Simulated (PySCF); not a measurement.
Input of a run (PBE0-D3(BJ)/def2-SVP geometry optimisation, gas phase (PySCF 2.14.0)), started from GFN2-xTB:
```
{"job": {"xc": "PBE0", "basis": "def2-SVP", "d3": "d3bj", "grid": 1, "kind": "geom"}, "charge": 0, "multiplicity": 1}
C     -2.071547    -0.385597     0.523491
N     -1.067596    -1.317165     0.046923
Ge    -0.019821    -0.927314    -1.406877
Si     1.118904     1.052100    -0.871841
Si     1.874633     1.004587     1.320144
H     -2.314401    -0.598969     1.567596
H     -3.002135    -0.411667    -0.056082
H     -1.668226     0.626308     0.466316
H     -1.427277    -2.261405     0.081970
H     -0.834757    -0.967494    -2.711606
H      0.796523    -2.200405    -1.505701
H      2.208234     1.221858    -1.843797
H      0.225192     2.190764    -1.143503
H      2.558570     2.246182     1.695768
H      2.827920    -0.087522     1.539494
H      0.788187     0.824682     2.286294
```

Output (energies in Eh, forces in Eh/bohr):
```
step   0  E = -2754.32193556  max force = 0.013354
step   1  E = -2754.32835903  max force = 0.004919
step   2  E = -2754.32873183  max force = 0.001642
step   3  E = -2754.32881843  max force = 0.000645
step   4  E = -2754.32890254  max force = 0.001057
step   5  E = -2754.32895630  max force = 0.001205
step   6  E = -2754.32902072  max force = 0.000708
step   7  E = -2754.32906479  max force = 0.000498
step   8  E = -2754.32909380  max force = 0.000557
step   9  E = -2754.32910774  max force = 0.000463
step  10  E = -2754.32911372  max force = 0.000219
optimisation converged
```

**Question.** Summarise the run.

**Answer.** The energy falls by 0.195 eV over 11 energy and gradient evaluations, the largest force component goes from 0.0134 to 2.2e-04 Eh/bohr, and the atoms move by 0.211 Å rms after alignment. The bond that changes most is Ge3–Si4 (ends: germanium bonded to N, Si and 2 H; SiH2 silicon), which lengthens by 0.040 Å. Bonds longer at the end by more than 0.005 Å: 13 of 15; shorter: 1. Among the angles that change most is H10–Ge3–H11, from 102.0° to 108.7°. Among the dihedrals that turn most is H9–N2–Ge3–H10, from 66° to 81°. The energy never rose by more than 1e-6 Eh on the way. The first step brought 89 % of the lowering.

**Question.** What are the final bond lengths?

**Answer.** C1–N2 1.444 Å, N2–Ge3 1.845 Å, Ge3–Si4 2.385 Å, Si4–Si5 2.345 Å, C1–H6 1.103 Å, C1–H7 1.109 Å, C1–H8 1.104 Å, N2–H9 1.016 Å, Ge3–H10 1.553 Å, Ge3–H11 1.541 Å, Si4–H12 1.497 Å, Si4–H13 1.498 Å, Si5–H14 1.497 Å, Si5–H15 1.494 Å, Si5–H16 1.494 Å. Numbering counts from 1 in the input's order; the species is `C[NH][GeH2][SiH2][SiH3]`.

The run used 151 basis functions and 68 SCF cycles in all.

Stationary, but not proved a minimum. One conformer, not necessarily the lowest.
